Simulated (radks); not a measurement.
Spherical quantum dot in the effective-mass picture: electrons in a hard-walled sphere of radius 2.12, with a point charge +1 (a donor) at the centre, all in effective atomic units (hartree* = m*/eps^2 hartree, bohr* = eps/m* bohr), one dielectric constant everywhere. Calculated with a radial shooting solver with Libxc functionals: non-relativistic Kohn-Sham, PBE, spin-polarised, spherical densities. Levels are named by radial order and angular momentum (1s, 1p, 1d, 2s, ...), and open shells are averaged over m.

N = 11, configuration 1s2 1p6 1d(up 3, down 0). This is the lowest configuration that the search found. Occupied and some empty levels:

| level | occupation | eigenvalue (hartree*) | <r> (bohr*) |
|---|---|---|---|
| 1s up | 1 | 7.1246 | 1.136 |
| 1s down | 1 | 7.2058 | 1.117 |
| 1p up | 3 | 8.1155 | 1.333 |
| 1p down | 3 | 8.2306 | 1.326 |
| 1d up | 3 | 9.3915 | 1.428 |
| 1d down | 0 | 9.5203 | 1.425 |
| 2s up | 0 | 10.003 | 0.9802 |
| 2s down | 0 | 10.049 | 0.9909 |
| 1f up | 0 | 10.990 | 1.494 |
| 1f down | 0 | 11.126 | 1.493 |
| 2p up | 0 | 12.572 | 1.108 |
| 2p down | 0 | 12.632 | 1.109 |

Energy (hartree*): total 52.3685, kinetic 27.409, external -9.3077, Hartree 41.301, exchange-correlation -7.0342.
